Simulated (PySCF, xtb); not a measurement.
C4H7NO, SMILES C/N=C(\C)C=O.

GFN2-xTB (xtb 6.7.1) at its own geometry gives an orbital gap of 2.05 eV and a dipole moment of 3.35 D.

Coordinates come from a ωB97X-D3(BJ)/def2-SVP optimisation. The structure was generated by enumeration; whether it is a known compound was not checked. One conformer was computed; it need not be the lowest.

Q: What does PBE0/def2-TZVP (PySCF) give? (The exact figures need the calculation; the answer reports its results.)

A: gap 5.38 eV (levels -7.39 and -2.01 eV), dipole 3.04 D.
